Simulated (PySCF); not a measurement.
Compound: C4H8F2Si.
SMILES with atom numbers: `[F:1][C@@H:2]1[CH2:3][CH2:4][C@@H:5]([F:6])[SiH2:7]1`

Structure used (PBE0-D3(BJ)/def2-SVP), in Å, numbered top down from 1:
```
atom  x, y, z in Å
F1    -0.2846   -1.7032   -1.5387
C2    -0.5650   -1.1824   -0.2757
C3    -0.9177    0.2906   -0.4226
C4     0.3748    1.0690   -0.6817
C5     1.3615    0.7369    0.4290
F6     0.9786    1.4163    1.5847
Si7    1.0811   -1.1447    0.7214
H8    -1.3933   -1.7671    0.1564
H9    -1.3702    0.6436    0.5197
H10   -1.6647    0.4288   -1.2212
H11    0.2112    2.1572   -0.7333
H12    0.8037    0.7515   -1.6475
H13    2.3890    1.0463    0.1778
H14    2.1111   -2.0172    0.0875
H15    0.9316   -1.4552    2.1721
```

NICS = −σ at a ghost point: NICS(0) at the centroid of the ring atoms, NICS(1) 1 Å to either side along the normal of their mean plane, zz for the tensor component along that normal. Level: GIAO PBE0/pcSseg-1 (PySCF, non-relativistic, gas phase) on the PBE0-D3(BJ)/def2-SVP geometry, one conformer.

Ring bond lengths (Å), with Mayer bond orders in brackets: C2–C3 1.522 (1.02), C3–C4 1.531 (1.00), C4–C5 1.522 (1.02), C5–Si7 1.925 (0.87), Si7–C2 1.925 (0.86).

Problem. What do the NICS probes read (ppm)?

Solution. 
```json
{"ring": "C2–C3–C4–C5–Si7", "type": "5-membered ring with Si; formal bonds all single", "NICS(0)": "-3.0", "NICS(1), two faces": "-3.4 / -3.4", "NICS(1)zz, two faces": "-2.2 / -2.2", "rms pucker (Å)": "0.20", "centre to ring atoms, mean (Å)": "1.40"}
```

Problem. What can be read from them?

Solution. 
- C2–C3–C4–C5–Si7: mean NICS(1)zz -2.2 ppm, near zero. C2, C3, C4, C5, Si7 have four or more neighbours, so the value isn't read as a sign of a π ring current.

Problem. Give the inner angles of the rings and the Hirshfeld charges of the ring atoms.

Solution. 
- C2–C3–C4–C5–Si7: C2 103.3° (-0.022 e), C3 108.2° (-0.081 e), C4 108.2° (-0.081 e), C5 103.3° (-0.022 e), Si7 93.7° (+0.325 e); sum 516.7° against 540° for a flat convex ring.

Problem. How shielded are the nuclei of the rings and their hydrogens (means over atoms taken as equivalent)?

Solution. 
```
   atoms         environment  σ isotropic (ppm)  principal values of the symmetric part, first atom (ppm)
 C2 (×2)      sp3 C–F carbon               96.3                                         56.1, 77.2, 155.6
 C3 (×2)     ring CH2 carbon              148.8                                       133.2, 146.0, 166.9
     Si7        SiH2 silicon              370.4                                       313.9, 380.0, 417.2
 H8 (×2)    methine hydrogen              26.22                                          23.0, 26.1, 29.6
 H9 (×2)  methylene hydrogen              29.60                                          25.1, 28.2, 35.5
H10 (×2)  methylene hydrogen              28.99                                          24.3, 27.0, 35.6
H14 (×2)       Si–H hydrogen              26.92                                          23.7, 24.7, 32.4
```

Problem. How do the values depend on the level or the medium?

Solution. 
```csv
level,"NICS(0), C2–C3–C4–C5–Si7","mean NICS(1)zz, C2–C3–C4–C5–Si7"
"PBE0/pcSseg-1, gas",-3.0,-2.2
"PBE0/pcSseg-1, IEF-PCM chloroform",-2.9,-2.2
"PBE0/pcSseg-1, IEF-PCM water",-2.8,-2.2
```

The geometry is the same throughout; the continuum's cavity takes Bondi-type radii × 1.2.
